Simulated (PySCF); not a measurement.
A calculated (M06, PySCF 2.14, aug-cc-pVTZ with one added diffuse shell each of s, p, d, f, g type, no relativity, point nucleus) atom or ion has these occupied shells.

```
shell  electrons  orbital energy (eV)  rms radius, mean of both spins (bohr)
 1s α          1              -7003.1                                 0.0685
 1s β          1              -7002.9                                 0.0685
 2s α          1              -852.30                                  0.292
 2s β          1              -849.97                                  0.292
 2p α          3              -737.25                                  0.262
 2p β          3              -735.02                                  0.262
 3s α          1              -126.83                                  0.872
 3s β          1              -119.20                                  0.872
 3p α          3              -92.481                                  0.923
 3p β          3              -84.488                                  0.923
 3d α          5              -36.917                                   1.11
 4s α          1              -24.005                                   2.55
```

Task: Name the element and its charge.

Result: Fe²⁺ (iron, charge +2), in [Ar] 3d5 4s1, high-spin 7S determinant (an excited configuration).
